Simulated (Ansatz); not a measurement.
All values below come from frozen-core CCSD(T)/def2-TZVPP // PBE-D3(BJ)/def2-SVP (Ansatz, a program for electronic structure).

Ansatz 0.2 input:
```yaml
crystal:
  periodic: [false, false, false]
  atoms:
    - { symbol: Zn, position_ang: [0.0, 0.0, 0.0] }
    - { symbol: H, position_ang: [0.037573, 1.060937, 1.130133] }
    - { symbol: H, position_ang: [-0.037573, -1.060937, -1.130133] }
basis:
  gaussian: { orbitals: def2-TZVPP }
correlation:
  method: ccsd_t
```

Output:

```
Functional definition: HF
603 factors; integrals over basis functions are off by at most 1.1e-3 eV
mean field evaluation 1: about -48406.7465 eV, gradient 1.1e1 eV
mean field evaluation 2: about -48406.7524 eV, gradient 1.1e1 eV
mean field evaluation 4: about -48407.1458 eV, gradient 2.4e0 eV
mean field evaluation 8: about -48407.1603 eV, gradient 2.8e-5 eV
mean field evaluation 16: about -48407.1600 eV, gradient 3.8e-1 eV
mean field -48407.16027116 eV, -1778.9303284134 hartree, gradient 1.3e-6 eV, S^2 0.000000; 0 other end points of the search recorded, 0 dependent functions left out
5 core orbitals not correlated
reference -48407.16027116 eV, -1778.9303284134 hartree; 11, 11 occupied and 76, 76 virtual orbitals, 603 factors
second order -23.31215027 eV of doubles, -0.00000000 eV of singles
cycle   1  -20.18219635 eV  change     3.1e0 eV  update   1.4e-1
cycle   2  -21.21597994 eV  change    -1.0e0 eV  update   7.3e-2
cycle   3  -21.43389969 eV  change   -2.2e-1 eV  update   2.0e-2
cycle   4  -21.36527527 eV  change    6.9e-2 eV  update   7.4e-3
cycle   5  -21.35082778 eV  change    1.4e-2 eV  update   2.6e-3
cycle   6  -21.35635188 eV  change   -5.5e-3 eV  update   8.9e-4
cycle   7  -21.35680034 eV  change   -4.5e-4 eV  update   2.9e-4
cycle   8  -21.35635138 eV  change    4.5e-4 eV  update   9.8e-5
cycle   9  -21.35643384 eV  change   -8.2e-5 eV  update   3.2e-5
cycle  10  -21.35649708 eV  change   -6.3e-5 eV  update   7.1e-6
cycle  11  -21.35647855 eV  change    1.9e-5 eV  update   4.5e-6
perturbative correction -0.46894048 eV, -0.0172332448 hartree
Total energy: -48428.98569019 eV, -1779.7323977690 hartree
```

Cost: roughly 4 core-seconds.
